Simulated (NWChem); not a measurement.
Everything below was run with NWChem. System: 1,1,1-trifluoroethane (C2H3F3), charge 0, spin multiplicity 1, at a geometry optimised with PBE0/def2-SVP. Level: RHF/def2-TZVP.

Input file:

```
start mol
memory heap 200 mb stack 900 mb global 1100 mb
geometry units angstroms nocenter noautoz
  C     -1.462909    -0.119424     0.000000
  C      0.030948     0.002528     0.000000
  F      0.470710     0.662454     1.077263
  F      0.470710     0.662454    -1.077263
  F      0.622526    -1.197235     0.000000
  H     -1.785840    -0.664706     0.895805
  H     -1.785840    -0.664706    -0.895805
  H     -1.912072     0.881740     0.000000
  symmetry group Cs
end
basis spherical
  * library def2-tzvp
end
scf
  rhf
  nopen 0
  maxiter 100
  thresh 1e-7
  semidirect memsize 60000000 filesize 0
end
task scf energy
```

Output (cleaned and shortened):

```
             Northwest Computational Chemistry Package (NWChem) 7.3.0
             --------------------------------------------------------

                                NWChem Input Module
                                -------------------

 Scaling coordinates for geometry "geometry" by  1.889725989
 (inverse scale =  0.529177249)

 Turning off AUTOSYM since
 SYMMETRY directive was detected!

                             Geometry "geometry" -> ""
                             -------------------------

 Output coordinates in angstroms (scale by  1.889725989 to convert to a.u.)

  No.       Tag          Charge          X              Y              Z
 ---- ---------------- ---------- -------------- -------------- --------------
    1 C                    6.0000    -1.46290900    -0.11942400     0.00000000
    2 C                    6.0000     0.03094800     0.00252800     0.00000000
    3 F                    9.0000     0.47071000     0.66245400     1.07726300
    4 F                    9.0000     0.47071000     0.66245400    -1.07726300
    5 F                    9.0000     0.62252600    -1.19723500     0.00000000
    6 H                    1.0000    -1.78584000    -0.66470600     0.89580500
    7 H                    1.0000    -1.78584000    -0.66470600    -0.89580500
    8 H                    1.0000    -1.91207200     0.88174000     0.00000000

 Effective nuclear repulsion energy (a.u.)     202.2791112338

            Nuclear Dipole moment (a.u.)
            ----------------------------
        X                 Y               Z
 ---------------- ---------------- ----------------
    -0.0000075589     0.0000170075     0.0000000000

      Symmetry information
      --------------------

 Group name             Cs
 Group number              2
 Group order               2
 No. of unique centers     6

      Symmetry unique atoms

     1    2    3    5    6    8


 Summary of "ao basis" -> "" (spherical)
 ------------------------------------------------------------------------------
       Tag                 Description            Shells   Functions and Types
[...]
    71      0.167721  3 F  px               102      0.167721  4 F  px

 Vector   22  Occ=0.000000D+00  E= 1.407349D-01  Symmetry=a'
              MO Center= -2.0D+00, -1.6D-01,  1.4D-15, r^2= 6.1D+00
   Bfn.  Coefficient  Atom+Function         Bfn.  Coefficient  Atom+Function
  ----- ------------  ---------------      ----- ------------  ---------------
     5      7.099307  1 C  s                 36     -2.587404  2 C  s
   158     -2.226098  6 H  s                164     -2.226098  7 H  s
   170     -2.226078  8 H  s                  4     -0.749142  1 C  s
    43      0.618138  2 C  px                67      0.321629  3 F  s
    98      0.321629  4 F  s                129      0.321636  5 F  s

 Vector   23  Occ=0.000000D+00  E= 2.063580D-01  Symmetry=a"
              MO Center= -1.9D+00, -1.0D+00,  1.5D-12, r^2= 4.7D+00
   Bfn.  Coefficient  Atom+Function         Bfn.  Coefficient  Atom+Function
  ----- ------------  ---------------      ----- ------------  ---------------
   158      2.687066  6 H  s                164     -2.687066  7 H  s
    14     -1.936181  1 C  pz               157     -0.394489  6 H  s
   163      0.394489  7 H  s                 45      0.347885  2 C  pz
     8     -0.199753  1 C  pz

 Vector   24  Occ=0.000000D+00  E= 2.063581D-01  Symmetry=a'
              MO Center= -2.0D+00,  6.9D-01,  7.7D-13, r^2= 4.7D+00
   Bfn.  Coefficient  Atom+Function         Bfn.  Coefficient  Atom+Function
  ----- ------------  ---------------      ----- ------------  ---------------
   170      3.102787  8 H  s                 13     -1.929781  1 C  py
   158     -1.551380  6 H  s                164     -1.551380  7 H  s
   169     -0.455525  8 H  s                 44      0.346741  2 C  py
   157      0.227762  6 H  s                163      0.227762  7 H  s
     7     -0.199090  1 C  py                12      0.157553  1 C  px

 center of mass
 --------------
 x =   0.15749338 y =   0.01285753 z =   0.00000000

 moments of inertia (a.u.)
 ------------------
         326.611538846723          -1.542459340173           0.000000000000
          -1.542459340173         345.379863376419           0.000000000000
           0.000000000000           0.000000000000         345.506062465682

  Mulliken analysis of the total density
  --------------------------------------

    Atom       Charge   Shell Charges
 -----------   ------   -------------------------------------------------------
    1 C    6     6.31   0.85  1.12  0.47  0.69  0.06  1.27  1.41  0.37  0.02  0.04  0.00
    2 C    6     5.33   0.85  1.13  0.51  0.49 -0.00  1.07  0.86  0.04  0.08  0.27  0.04
    3 F    9     9.25   0.77  1.20  0.59  1.01  0.33  2.24  2.28  0.80  0.00  0.02  0.00
    4 F    9     9.25   0.77  1.20  0.59  1.01  0.33  2.24  2.28  0.80  0.00  0.02  0.00
    5 F    9     9.25   0.77  1.20  0.59  1.01  0.33  2.24  2.28  0.80  0.00  0.02  0.00
    6 H    1     0.87   0.26  0.49  0.10  0.02
    7 H    1     0.87   0.26  0.49  0.10  0.02
    8 H    1     0.87   0.26  0.49  0.10  0.02

       Multipole analysis of the density wrt the origin
       ------------------------------------------------

     L   x y z        total         open         nuclear
     -   - - -        -----         ----         -------
     0   0 0 0     -0.000000      0.000000     42.000000

     1   1 0 0     -0.971207      0.000000     -0.000008
     1   0 1 0     -0.079280      0.000000      0.000017
     1   0 0 1      0.000000      0.000000      0.000000

     2   2 0 0    -18.837978      0.000000    108.406447
     2   1 1 0      0.193119      0.000000      2.292311
     2   1 0 1      0.000000      0.000000      0.000000
     2   0 2 0    -21.187542      0.000000     80.514304
     2   0 1 1      0.000000      0.000000      0.000000
     2   0 0 2    -21.203323      0.000000     80.326997

 Task  times  cpu:       15.3s     wall:       15.3s

 Total times  cpu:       15.3s     wall:       15.3s
```
